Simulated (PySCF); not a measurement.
# One molecule, several mistakes: H5NSi3

All numbers below are calculated, not measured. They come from PySCF 2.14.0, an open-source quantum chemistry program, on an isolated molecule that a program drew, which may never have been made. The molecule is H5NSi3 (charge 0, singlet), drawn as the SMILES string `[SiH]N=[SiH][SiH3]`.

Each row is a Hartree-Fock (HF) and frozen-core CCSD(T) single point in the cc-pV(D+d)Z basis, meant for a local HF minimum. Run 1 is clean. Each other run has one planted mistake out of seven kinds, and not every kind appears here: one electron removed, one electron added, multiplicity raised by two, geometry at a saddle point, minimal basis STO-3G, one bond length entered in bohr, all coordinates scaled. The reference is restricted for singlets and unrestricted otherwise, and also for a bond in bohr. Adding or removing an electron swaps singlet and doublet. Electrons count all cores. HOMO and LUMO are orbital energies over both spins, the gradient is its largest component, and the lowest frequency (negative if imaginary) is given only where the gradient is small. Bond lengths are over the 8 bonds as drawn. T1 is the CCSD diagnostic: over 0.02 (restricted) or 0.045 (unrestricted) a single reference is doubtful.

Geometry of the clean run:
```xyz
9
H5NSi3, angstrom
Si    0.6304    3.2081   -0.5454
N     1.4136    1.7382   -0.3142
Si    2.0022    0.2852   -0.2047
Si    1.4302   -1.2166    1.5252
H     1.5860    4.1011    0.2479
H     2.9710   -0.2288   -1.1977
H     0.8592   -2.4461    0.9287
H     0.4465   -0.5678    2.4146
H     2.6550   -1.5727    2.2775
```

| run | electrons | basis functions | <S^2> | HOMO (eV) | LUMO (eV) | gradient (hartree/bohr) | lowest frequency (cm^-1) | mean bond (Å) | longest bond (Å) | T1 | HF (hartree) | CCSD(T) (hartree) | mistake |
|---|---|---|---|---|---|---|---|---|---|---|---|---|---|
| 1 | 54 | 108 | 0.000 | -7.70 | 1.14 | 3.7e-05 | 45 | 1.6327 | 2.361 | 0.0231 | -924.11590 | -924.63545 | no fault |
| 2 | 54 | 108 | 2.132 | -6.49 | -0.41 | 1.5e-01 | - | 1.6327 | 2.361 | 0.0658 | -924.04256 | -924.54267 | multiplicity raised by two |
| 3 | 53 | 108 | 0.773 | -15.02 | -5.62 | 7.6e-02 | - | 1.6327 | 2.361 | 0.0256 | -923.87326 | -924.35900 | one electron removed |
| 4 | 54 | 37 | 0.000 | -4.62 | 7.37 | 2.7e-02 | - | 1.6327 | 2.361 | 0.0228 | -913.36194 | -913.61701 | ? |

**Which mistake was planted in run 4, and what did it cost?**

It has 37 basis functions where the clean run has 108, with the same electrons and geometry. So the mistake is: minimal basis STO-3G. Subtracting run 1 and multiplying by 627.51 kcal/mol a hartree, the energy moved by 6748.2 kcal/mol in HF and 6914.2 kcal/mol in CCSD(T).

Cautions from the logs. Run 1: T1 is over the limit, so its CCSD(T) energy is less reliable; run 2: T1 is over the limit, so its CCSD(T) energy is less reliable; run 4: T1 is over the limit, so its CCSD(T) energy is less reliable.
